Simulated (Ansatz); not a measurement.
LaB6⁺, relaxed as a singlet with RKS B3LYP-D4/def2-SVP in Ansatz, starting from the GFN1-xTB geometry. Force threshold 0.02 eV/Å.

In the def2 sets La takes a core potential; there is no spin–orbit coupling. The restricted singlet is unstable towards broken spin symmetry in Hartree–Fock (as tested in another run); at B3LYP-D4/def2-SVP this wasn't settled. The structure comes from a short search, and lower isomers may exist.

Start:

```tsv
atom	x (Å)	y (Å)	z (Å)
La1	-0.4443	1.8272	-0.7093
B2	-0.8914	0.6426	1.1786
B3	-0.2311	-1.1152	-0.7965
B4	0.7338	0.0252	-1.4336
B5	1.3233	-0.4321	0.0078
B6	-1.0214	-0.8135	0.4742
B7	0.5312	-0.1341	1.2789
```

```
         step  energy (eV)  largest force component (eV/Å)  SCF passes
            1   -4900.4489                           3.694          20
            2   -4901.0483                           0.863          29
 3 (rejected)   -4901.0387                           0.717          29
            4   -4901.1216                           0.165          27
            5   -4901.1260                           0.067          26
            6   -4901.1268                           0.069          27
            7   -4901.1377                           0.234          31
            8   -4901.1577                           1.374          35
            9   -4901.2983                           0.891          32
           10   -4901.3173                           1.238          35
           11   -4901.3731                           1.373          36
           12   -4901.4740                           0.292          33
13 (rejected)   -4901.4713                           0.279          30
           14   -4901.4813                           0.051          30
           15   -4901.4815                           0.056          30
           16   -4901.4818                           0.016          23
```

Force components are those of the run's own axes.

End:

Cartesian coordinates in Å:
```
La -0.613 1.830 -0.796
B -0.934 0.640 1.388
B -0.112 -0.926 -0.562
B 0.956 -0.065 -1.506
B 1.524 -0.478 -0.088
B -1.216 -0.679 0.540
B 0.395 -0.322 1.023
```

Bonds formed: B3–B7 (atoms count from 1).

No frequencies were taken in this run, so the end may be a saddle point.

Hardware: 4 threads of Intel Xeon on a shared host. Wall time 61 s.
